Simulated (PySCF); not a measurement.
Calculated NMR parameters of C=Cn1nncc1CC

| Property | Result |
| --- | --- |
| Formula | C6H9N3 |
| SMILES | C=Cn1nncc1CC |
| InChI | InChI=1S/C6H9N3/c1-3-6-5-7-8-9(6)4-2/h4-5H,2-3H2,1H3 |
| Point group of the computed structure | C1 |
| Degrees of unsaturation | 4 |
| Carbon signals | 6 |
| Proton signals | 6 |

Bonds (- single, = double, # triple, : aromatic): C1=C2, C2-N3, N3:N4, N4:N5, N5:C6, C6:C7, C7-C8, C8-C9, C7:N3. C1 carries H10, H11; C2 carries H12; C6 carries H13; C8 carries H14, H15; C9 carries H16, H17, H18. H10 is cis to N3; H11 is trans to N3.

Level of theory: geometry: GFN2-xTB, shieldings: GIAO PBE0/pcSseg-1, in PySCF 2.14.0 with density-fitted response routines (no relativistic terms, single conformer, in vacuum, one averaged value for each set of equivalent atoms).

Scale: 1H (31.72 ppm) and 13C (186.93 ppm) vs TMS; 15N (267.73 ppm) against NH3 (reference shieldings calculated alike).

| carbon | δC, type | δH (multiplicity) | HMBC from (2–3 bonds) | span of the C tensor (ppm) |
| --- | --- | --- | --- | --- |
| C1 | 111.0, CH2 | H10 7.04 (m); H11 5.41 (m) | H12 | 203 |
| C2 | 131.7, CH | 7.14 (m) | H10, H11 | 198 |
| C6 | 136.2, CH | 7.51 (s) | H14/H15 | 137 |
| C7 | 144.3, C | – | H13, H12, H14/H15, H16/H17/H18 | 167 |
| C8 | 20.5, CH2 | 2.78 (q) | H13, H16/H17/H18 | 23 |
| C9 | 18.6, CH3 | 1.19 (t) | H14/H15 | 31 |

Other nuclei:
```tsv
atoms	nucleus	environment	δ (ppm)	σ (ppm)
N5	15N	pyridine-type nitrogen of an azole	392.1	-124.4
N4	15N	pyridine-type nitrogen of an azole	390.9	-123.2
N3	15N	pyrrole-type ring nitrogen	274.8	-7.0
```

1. Carbon types of the structure: 1 × C, 2 × CH, 2 × CH2, 1 × CH3, which accounts for all hydrogens.
2. δC 144.3: substituted aromatic carbon next to a ring nitrogen.
3. δC 136.2: aromatic CH next to a ring nitrogen.
4. δC 131.7: alkene CH; an sp2 carbon of a C=C bond.
5. δC 111.0: terminal =CH2 carbon; the olefinic region.
6. δH 7.04, 5.41: hydrogen on a terminal =CH2 carbon; olefinic region.

Shifts are as computed. Against solution values, carbons near 30 ppm lie about +3 ppm off and those near 130 ppm about +5 ppm. Of 1211 compounds with measured shifts, 218 miss one by over three times the rms of a fit or turn the order of signals round; such compounds aren't used in these exercises. Experimental scales use liquid or dissolved standards, which lie at an offset from isolated NH3 (liquid NH3: subtract about 20 ppm). Unscaled 15N shifts of sp2 nitrogen come out 20 to 40 ppm too high even then. Multiplicities follow the n + 1 count of equivalent neighbours, as no J values were calculated; m marks all less simple cases, F and P coupling included.
